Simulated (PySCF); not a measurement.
cyclopropanecarbaldehyde (C4H6O), SMILES C(C1CC1)=O. Atoms are numbered in the order given.

```xyz
11

O      0.6260     1.6615     0.0000
C     -0.4743     1.1586     0.0000
C     -0.7203    -0.3065     0.0000
C      0.2821    -1.1832     0.7426
C      0.2821    -1.1832    -0.7426
H     -1.3957     1.7972     0.0000
H     -1.7695    -0.6136     0.0000
H     -0.1182    -2.0494     1.2754
H      1.0883    -0.6457     1.2489
H     -0.1182    -2.0494    -1.2754
H      1.0883    -0.6457    -1.2489
```

The structure is a stationary point at B3LYP-D3(BJ)/def2-SVP. One conformer was computed; it need not be the lowest.

Computed with PySCF with TDA-LC-ωPBE/def2-SVPD.

Vertical excitations. Isolated molecule, no solvent. State labels are in the subgroup Cs.

Computed lowest excited states:
```
state  symmetry  energy (eV)  λ (nm)      f                                                               main pairs
-----  --------  -----------  ------  -----  -----------------------------------------------------------------------
S1           A"         4.34     285  0.000                                                           HOMO→LUMO 94 %
S2           A'         7.53     165  0.264                                                         HOMO−1→LUMO 92 %
S3           A"         8.03     154  0.012                                                         HOMO−2→LUMO 93 %
S4           A'         8.07     154  0.041                     HOMO→LUMO+1 58 %, HOMO→LUMO+4 22 %, HOMO→LUMO+2 11 %
S5           A'         8.77     141  0.094                     HOMO→LUMO+2 52 %, HOMO→LUMO+5 19 %, HOMO→LUMO+4 19 %
S6           A"         9.02     138  0.000                                                       HOMO−1→LUMO+1 74 %
S7           A"         9.03     137  0.001                                                         HOMO−4→LUMO 73 %
S8           A'         9.18     135  0.010  HOMO→LUMO+4 33 %, HOMO→LUMO+1 22 %, HOMO−2→LUMO+1 21 %, HOMO→LUMO+2 9 %
S9           A"         9.20     135  0.013                                       HOMO→LUMO+3 70 %, HOMO→LUMO+7 22 %
S10          A'         9.61     129  0.021                                                         HOMO−3→LUMO 81 %
T1           A"         3.70     335      0                                                           HOMO→LUMO 93 %
T2           A'         5.48     226      0                                       HOMO−1→LUMO 70 %, HOMO−5→LUMO 21 %
T3           A"         7.36     168      0                                                         HOMO−2→LUMO 86 %
T4           A'         7.38     168      0                     HOMO−5→LUMO 51 %, HOMO−1→LUMO 25 %, HOMO−3→LUMO 14 %
```
Triplets are in the Tamm–Dancoff approximation.
